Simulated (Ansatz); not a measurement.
Reaction (ligand exchange at the Si–C bond): `FC[C]1=[C]([SiH3])[AlH]1` + `O[SiH2]F` → `F[SiH2]O[SiH3]` + `FC[C]1=[CH][AlH]1`

Isolated molecules relaxed with PBE0-D4/def2-TZVP in Ansatz; ΔE leaves out vibrations. CCSD(T)/CBS is the MP2 limit (def2-TZVPP, def2-QZVPP) plus CCSD(T) − MP2 in def2-TZVPP, frozen cores. Functionals use def2-TZVPP. Each species was taken in one conformer, which may not be the lowest.

`FC[C]1=[C]([SiH3])[AlH]1`:

Z-matrix (Å, degrees):
```
C
C 1 1.471
F 1 1.389 2 112.6
H 1 1.096 2 110.3 3 120.3
H 1 1.096 2 110.3 3 -120.3
C 2 1.374 1 129.4 3 -0.1
Al 2 1.856 1 162.1 3 179.9
Si 6 1.859 2 131.5 1 0.0
H 7 1.567 2 156.5 1 0.0
H 8 1.487 6 111.4 2 -61.0
H 8 1.488 6 109.0 2 -179.8
H 8 1.487 6 111.3 2 61.4
```

`O[SiH2]F`:

```xyz
6

O     0.907    0.351    0.821
Si   -0.120   -0.196   -0.320
F    -0.794    1.016   -1.110
H     0.551    0.768    1.607
H     0.693   -0.972   -1.273
H    -1.238   -0.966    0.275
```

`F[SiH2]O[SiH3]`:

Cartesian coordinates in Å:
```
F 0.050 -0.042 -2.448
Si 0.808 0.596 -1.199
O 0.411 -0.209 0.145
Si -0.726 -0.610 1.257
H 2.259 0.446 -1.429
H 0.376 2.008 -1.104
H -0.042 -0.848 2.550
H -1.431 -1.841 0.825
H -1.705 0.499 1.403
```

`FC[C]1=[CH][AlH]1`:

Z-matrix (Å, degrees):
```
C
C 1 1.474
F 1 1.384 2 112.1
H 1 1.096 2 110.6 3 -119.9
H 1 1.096 2 110.6 3 119.9
Al 2 1.857 1 162.0 3 -0.4
C 2 1.370 1 130.0 3 179.7
H 6 1.568 2 157.9 1 0.1
H 7 1.090 2 127.5 1 -0.0
```

| level | ΔE (kJ/mol) |
| --- | --- |
| ωB97M-V | -80.3 |
| PBE | -67.6 |
| MP2/def2-TZVPP | -79.5 |
| HF/CBS(def2) | -112.5 |

(1) What does CCSD(T)/CBS give? (An estimate is asked.)

Largest T1 diagnostic among the species: 0.013.

Results:

(1) Ansatz gave: -80.8 kJ/mol. The listed levels differ from it by 0.5, 13.2, 1.3, -31.7 kJ/mol.

From PBE to PBE0 (25 % exact exchange), in def2-TZVPP and without D4, ΔE moves by −7.4 kJ/mol. The D4 term adds +5.2 kJ/mol with B3LYP and +2.8 kJ/mol with PBE0; it sums over pairs of atoms, weighted by their polarisabilities, and B3LYP, whose exchange is more repulsive, gets the larger term. In def2-TZVPP, CCSD(T) changes the Hartree–Fock value by +28.7 kJ/mol (the triples alone add +5.3 kJ/mol) and MP2 by +30.0 kJ/mol.

B3LYP here is the variant with VWN-RPA as its local correlation; programs differ in this.
